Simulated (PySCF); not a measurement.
B₂H₅O₂ (calculated)

Calculation on a computer-drawn molecule: the log of a Hartree-Fock and frozen-core CCSD(T) single point meant for a local Hartree-Fock minimum, with one planted fault or none, to be diagnosed. Offsets are logged minus clean, where the clean run is the same molecule without the fault. The reference is restricted for singlets and unrestricted otherwise, and also for a bond in bohr or an excited solution. Adding or removing an electron swaps singlet and doublet. The excited solution moves the top pair (singlet) or top alpha electron (doublet) to the lowest empty orbital. Highest occupied and lowest empty are orbital energies over both spins, largest force is the largest gradient component, triples share is (T) over the correlation energy, the T1 limit is 0.02 restricted and 0.045 unrestricted, electrons count all cores, a negative frequency is imaginary (commonest isotopes), and the dipole is about the centre of nuclear charge. Program: PySCF 2.14.0.

```xyz
9
formula=B2H5O2 meant_charge=-1 meant_multiplicity=1 meant_basis=aug-cc-pVDZ logged_electrons=32 logged_basis_functions=137 logged_SCF_converged=yes logged_spin_squared=2.0106 logged_highest_occupied=0.38754 logged_lowest_empty=1.9915 logged_largest_force=0.12696 logged_T1_diagnostic=0.041021 logged_D1_diagnostic=0.20612 logged_triples_share=0.033307 logged_CC_converged=yes logged_dipole_magnitude=11.668 logged_SCF_stable_within_its_kind=yes logged_energy_HF=-201.96309 logged_energy_CCSD(T)=-202.61913 possible_faults=no_fault,one_electron_removed,one_electron_added,multiplicity_raised_by_two,geometry_at_a_saddle_point,SCF_held_on_an_excited_solution,minimal_basis_STO-3G,one_bond_length_entered_in_bohr,all_coordinates_scaled
O     -0.3670     2.8698     0.3442
B     -0.1135     2.1961    -0.8578
B     -0.0774     0.4828    -1.0274
O     -0.2095    -0.2986     0.2584
H     -0.3812     3.8038     0.2363
H      0.0424     2.9752    -1.8064
H      0.9770     0.1541    -1.6252
H     -1.0224     0.2164    -1.8335
H     -0.5130     0.2768     0.9369
```

Units: logged_highest_occupied, logged_lowest_empty in eV; logged_largest_force in hartree/bohr; logged_dipole_magnitude in debye; logged_energy_HF, logged_energy_CCSD(T) in hartree.

Drawn bonds:
| atom | other atom | order |
| --- | --- | --- |
| 1 | 2 | 1 |
| 2 | 3 | 1 |
| 3 | 4 | 1 |
| 1 | 5 | 1 |
| 2 | 6 | 1 |
| 3 | 7 | 1 |
| 3 | 8 | 1 |
| 4 | 9 | 1 |

Notes: highest electron not bound in this basis.

Questions
1. Which fault was planted in the run of B₂H₅O₂?

## Answers
1. multiplicity raised by two

Further results for B₂H₅O₂:

```
HF energy offset from clean run      : 72.75 kcal/mol
CCSD(T) energy offset from clean run : 82.1 kcal/mol
```
